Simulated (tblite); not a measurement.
H₆N₃Si₂ (doublet state).
SMILES with atom numbers: `[NH2:1][Si:2]1[NH:3][SiH2:4][NH:5]1` (hydrogens: H6, H7 on N1; H8 on N3; H9, H10 on Si4; H11 on N5)

A start from a force field or distance geometry was refined with GFN2-xTB geometry optimisation, gas phase (tblite 0.8.0). Values at the start:

```tsv
coordinate	start
N1–Si2	1.816 Å
N1–H6	1.030 Å
Si2–N3	1.804 Å
Si2–N5	1.803 Å
N3–Si4	1.784 Å
N3–H8	1.026 Å
Si4–H9	1.477 Å
N1–Si2–N3	107.6°
N1–Si2–N5	105.0°
Si2–N3–Si4	83.7°
Si2–N5–Si4	83.6°
N3–Si2–N5	84.5°
N3–Si4–N5	85.6°
N1–Si2–N3–Si4	69°
N1–Si2–N5–Si4	-72°
Si2–N3–Si4–N5	35°
N3–Si4–N5–Si2	-35°
```

Task: How do these coordinates change at the GFN2-xTB level?

Result: 
| coordinate | GFN2-xTB (Å or °) | change |
| --- | --- | --- |
| N1–Si2 | 1.725 | -0.091 |
| N3–Si4 | 1.734 | -0.050 |
| Si2–N3 | 1.757 | -0.047 |
| Si2–N5 | 1.768 | -0.035 |
| N3–H8 | 1.003 | -0.023 |
| N1–H6 | 1.012 | -0.018 |
| Si4–H9 | 1.460 | -0.017 |
| N1–Si2–N5 | 119.0 | +14.0 |
| Si2–N3–Si4 | 96.7 | +13.0 |
| Si2–N5–Si4 | 96.2 | +12.6 |
| N1–Si2–N3 | 110.0 | +2.4 |
| N3–Si2–N5 | 82.5 | -2.0 |
| N3–Si4–N5 | 84.0 | -1.6 |
| N1–Si2–N3–Si4 | 124 | +55 |
| N1–Si2–N5–Si4 | -115 | -43 |
| Si2–N3–Si4–N5 | -6 | -41 |
| N3–Si4–N5–Si2 | 6 | +41 |

The energy falls by 1.146 eV over 88 L-BFGS steps, the largest force on an atom goes from 1.83 to 0.005 eV/Å, and the atoms move by 0.768 Å rms after alignment. The bond that changes most is N1–Si2 (ends: nitrogen bonded to Si and 2 H; silicon bonded to 3 N), which shortens by 0.091 Å. Bonds longer at the end by more than 0.005 Å: 1 of 11; shorter: 10. Among the dihedrals that turn most is H6–N1–Si2–N3, from 34° to -48°. Rotational constants go from 5109, 2921, 2862 to 7740, 2348, 2060 MHz.

Its GFN2-xTB frequencies are all real (lowest 118 cm⁻¹). 2 starts were optimised and ended at 0.00 and 1.45 kcal/mol (GFN2-xTB); the lowest of these is shown.

One conformer stands for the species.

The numbers are calculated, not measured.
